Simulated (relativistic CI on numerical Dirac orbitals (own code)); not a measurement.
**Cu⁴⁺: 3s photoemission**

Computed with this model: Dirac-Coulomb-Breit CI, KLI orbitals optimised for each configuration, model QED (radiative potential, 1s self-energy scaled to tabulated hydrogen-like ionisation energies), multiplet model of photoemission in the sudden approximation, unscaled Slater integrals; configurations [Ar] 3d7 → [Ne] 3s 3p6 3d7; 300 K; Lorentzian 1.5 eV and Gaussian 0.6 eV FWHM. Energies are those of the free ion, without screening or charge transfer. The energies are binding energies and can lie tens of eV above those of solids. Without intra-shell correlation the exchange splitting of an s hole comes out too large, often by half or more. S is read from ⟨S²⟩ = S(S + 1).

free ion: ground-state S = 1.50, centroid 206.80 eV. Peaks (eV, height): 202.2 (100), 214.4 (59).

Strongest unbroadened transitions for free ion:

| Energy (eV) | Relative strength |
| --- | --- |
| 202.27 | 100.0 |
| 202.44 | 14.0 |
| 208.59 | 0.1 |
| 208.69 | 0.2 |
| 212.89 | 0.0 |
| 214.35 | 59.9 |
| 214.82 | 7.8 |
